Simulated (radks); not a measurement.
The mean radii <r> (bohr) of the occupied orbitals of an atom or ion are listed with their occupations. All-electron calculation, scalar-relativistic Kohn-Sham, LB94 model potential, spin-unpolarised, spherical densities, finite nucleus; Fermi nuclear charge, rms radius of each element as measured or else 0.836 A^(1/3) + 0.57 fm. Program: a radial shooting solver on a logarithmic mesh with Libxc functionals.

orbital  occ.      <r>
1s          2  0.03258
2s          2   0.1415
2p          6   0.1233
3s          2   0.3899
3p          6   0.3890
3d         10   0.3669
4s          2   0.9222
4p          6   0.9821

Name the element and its charge.

Answer. Z = 45, rhodium, charge +9: Rh9+ in [Kr]. The 1s radius gives Z: for a bare nucleus <r> = (2 gamma + 1)/(2Z) with gamma = sqrt(1 - (Z/c)^2), 0.0321 bohr for Z = 45, and screening makes it slightly larger (0.03258 here). The occupations add up to 36, and the charge is Z minus that.
